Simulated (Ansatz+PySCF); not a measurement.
# singlet AgCl: levels of theory in one basis

```yaml
atoms:
  - { symbol: Ag, position_ang: [0.0000, 0.0000, -0.5623] }
  - { symbol: Cl, position_ang: [0.0000, 0.0000, 1.5546] }
```

Basis set: def2-SVP (spherical functions, with the set's core potentials past Kr). Left uncorrelated: 5 orbitals. Charge 0, multiplicity 1.

Computed with Ansatz (development build ahead of 0.2.0); each method stands on the lowest determinant of its kind that the runs found.

| method | E − E(RHF) (eV) | <S²> of the determinant |
| --- | --- | --- |
| RHF | 0.00 | 0.00 |
| RHF-MP2 | -12.66 | – |
| RHF-CCSD(T) | -12.90 | – |

(1) What does RHF-CCSD give on the same scale?

(2) Is a single determinant a sound starting point here?

## Answers

(1) -12.57 eV.

(2) By this sign, yes. Unrestricted orbitals gain 0.00 eV and <S²> is 0.00 against 0.00 for a pure state.
